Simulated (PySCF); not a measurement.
# The second ionisation energy along the 5p block

All values are computed (PySCF 2.14, energy differences of UHF-based or UKS calculations, no spin-orbit coupling). Values in eV. The last column holds reference values (NIST; (s) semi-empirical, (t) theoretical, else measured). Unmarked ones compare directly (S terms, centres of terms, or small fine structure); those marked * lie between the lowest fine-structure levels and include a spin-orbit shift.

| element | configurations | PBE | PBE0 | r2SCAN | SCS-MP2 (valence) | CCSD (valence) | CCSD(T) (valence) | reference |
| --- | --- | --- | --- | --- | --- | --- | --- | --- |
| In (aug-cc-pVQZ-DK3, spin-free X2C) | [Kr] 4d10 5s2 → [Kr] 4d10 5s1 | 18.957 | 18.650 | 18.682 | 17.807 | 17.914 | 17.914 | 18.870 |
| Sn (aug-cc-pVQZ-DK3, spin-free X2C) | [Kr] 4d10 5s2 5p1 → [Kr] 4d10 5s2 | 14.218 | 14.258 | 14.372 | 13.970 | 14.032 | 14.052 | 14.282 |
| Sb (aug-cc-pVQZ-DK3, spin-free X2C) | [Kr] 4d10 5s2 5p2 → [Kr] 4d10 5s2 5p1 | 16.467 | 16.533 | 16.645 | 16.292 | 16.379 | 16.405 | 16.626 ± 0.025 * |
| Te (aug-cc-pVQZ-DK3, spin-free X2C) | [Kr] 4d10 5s2 5p3 → [Kr] 4d10 5s2 5p2 | 18.750 | 18.854 | 18.993 | 18.685 | 18.789 | 18.821 | 18.6 ± 0.4 * |
| I (aug-cc-pVQZ-DK3, spin-free X2C) | [Kr] 4d10 5s2 5p4 → [Kr] 4d10 5s2 5p3 | 18.726 | 18.743 | 18.749 | 18.496 | 18.548 | 18.581 | 18.750 |
| Xe (aug-cc-pVQZ-DK3, spin-free X2C) | [Kr] 4d10 5s2 5p5 → [Kr] 4d10 5s2 5p4 | 21.063 | 21.112 | 21.112 | 20.946 | 20.968 | 21.008 | 20.975 (s) * |

| method | elements | mean error (eV) | mean absolute error (eV) | largest error (eV) |
| --- | --- | --- | --- | --- |
| PBE | 3 | 0.000 | 0.058 | 0.087 |
| PBE0 | 3 | -0.084 | 0.084 | -0.221 |
| r2SCAN | 3 | -0.033 | 0.093 | -0.189 |
| SCS-MP2 (valence) | 3 | -0.543 | 0.543 | -1.063 |
| CCSD (valence) | 3 | -0.469 | 0.469 | -0.956 |
| CCSD(T) (valence) | 3 | -0.452 | 0.452 | -0.956 |

Errors include the incompleteness of the basis and the frozen core.

"Valence" correlates the outer s and p shells and, in groups 3 to 12 and the f block, the outer d or f shell, open or full, or the next shell where the ion has no valence electron left; the wider scheme adds the next inner shell.
